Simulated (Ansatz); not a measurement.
Start from `B/C=N\BF` and change one atom or group (the configuration at the double bond changes too) to get `B/C=N/C`.

Ansatz, PBE0-D4/def2-TZVP geometries, multiplicity 1. Each molecule was computed in one conformer, which needn't be the lowest. `B/C=N\BF` holds a close contact that its SMILES doesn't draw: N···B 1.97 Å.

```
                                                                                  property  `B/C=N\BF`
                                                        HOMO energy (PBE0/def2-TZVPP) / eV       -8.07
                                                       LUMO energy (B3LYP/def2-TZVPP) / eV       -1.83
                                                       HOMO–LUMO gap (PBE/def2-TZVPP) / eV        4.16
                                          size of the dipole moment (B3LYP/def2-TZVPP) / D        2.41
ideal-gas entropy at 298 K and 1 bar (rigid rotor, harmonic PBE0-D4/def2-TZVP) / J/(mol·K)         320
                                        size of the dipole moment (ωB97M-V/def2-TZVPP) / D        2.42
```

(1) What does the change do to each property? (Best estimate.)

Results:

(1) The calculation gave: 
```
                                                                                  property  `B/C=N/C`  shift
                                                        HOMO energy (PBE0/def2-TZVPP) / eV      -7.42   0.65
                                                       LUMO energy (B3LYP/def2-TZVPP) / eV      -2.68  -0.85
                                                       HOMO–LUMO gap (PBE/def2-TZVPP) / eV       2.48  -1.68
                                          size of the dipole moment (B3LYP/def2-TZVPP) / D       1.82  -0.59
ideal-gas entropy at 298 K and 1 bar (rigid rotor, harmonic PBE0-D4/def2-TZVP) / J/(mol·K)        299    -21
                                        size of the dipole moment (ωB97M-V/def2-TZVPP) / D       1.78  -0.64
```

With PBE0 the HOMO rises by 0.65 eV and the LUMO falls by 0.86 eV, so the gap narrows by about 1.51 eV. PBE moves the HOMO by 0.89 eV and ωB97M-V by 0.49 eV. The zero-point energy changes by 56.5 kJ/mol with +3 modes. Dipoles are sizes alone; their direction can turn.

B3LYP here is the variant with VWN-RPA as its local correlation; programs differ in this.
